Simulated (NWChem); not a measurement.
C2H2F2OSi; SMILES F[Si@H]1C(=CO1)F

```xyz
8

F     -0.9258    -2.1256    -0.0505
C     -0.1905    -1.0295    -0.0464
C      1.1264    -0.8694    -0.2873
O      1.4447     0.4732    -0.1223
Si    -0.1616     0.7572     0.4123
F     -0.9292     1.8533    -0.4833
H      1.9328    -1.5616    -0.5491
H     -0.2528     1.2091     1.8156
```
Atoms are numbered in this order, from 1.

Level: PBE0/def2-SVP (NWChem), optimised geometry, unscaled harmonic frequencies. 

| frequency (cm⁻¹) | IR intensity (km/mol) |
|---|---|
| 146 | 1.2 |
| 208 | 2.9 |
| 335 | 4.9 |
| 382 | 16.8 |
| 427 | 44.0 |
| 610 | 37.2 |
| 633 | 34.7 |
| 704 | 23.5 |
| 771 | 29.4 |
| 851 | 34.5 |
| 912 | 17.1 |
| 959 | 292.3 |
| 1099 | 142.6 |
| 1257 | 14.5 |
| 1305 | 138.5 |
| 1712 | 32.0 |
| 2327 | 98.8 |
| 3228 | 3.9 |

```yaml
zero_point_energy: 25.5 kcal/mol
thermal correction to the enthalpy at 298.15 K (with zero-point energy): 29.7 kcal/mol
heat capacity Cv: 19.8 cal/(mol K)
entropy at 298.15 K and 1 atm (symmetry number 1): 76.8 cal/(mol K)
dipole_moment: 1.24 D
```

Rigid rotor and harmonic oscillator.
